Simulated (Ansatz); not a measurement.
Program: Ansatz. Geometries: PBE0-D4/def2-TZVP. ΔE: electronic, gas phase. CCSD(T)/CBS adds triple-zeta CCSD(T) − MP2 to the extrapolated MP2 energy (def2 sets, frozen cores). This one scheme is used for every species. Functionals use def2-TZVPP. B3LYP here is the variant with VWN-RPA as its local correlation; programs differ in this. Each species was taken in one conformer, which may not be the lowest.

`OB1O[SiH2]1` + H–F → `FB1O[SiH2]1` + H₂O  (ligand exchange at a B–O bond)

```csv
level,ΔE (eV)
LDA (SPW92),-0.03
B3LYP-D4,-0.10
```

**Question.** What does CCSD(T)/CBS give? (An estimate is asked.)

**Answer.** Ansatz gave: -0.08 eV. The listed levels differ from it by 0.05, -0.02 eV.

Largest T1 diagnostic among the species: 0.015.

Leaving LDA and LC-ωPBE aside and taking each functional with its dispersion term where it has one, the values, not all of them listed here, spread over 0.06 eV, from B97M-V to revPBE-D4. LDA lies +0.05 eV from PBE without D4. In def2-TZVPP, CCSD(T) changes the Hartree–Fock value by +0.08 eV (the triples alone add +0.01 eV) and MP2 by +0.10 eV.
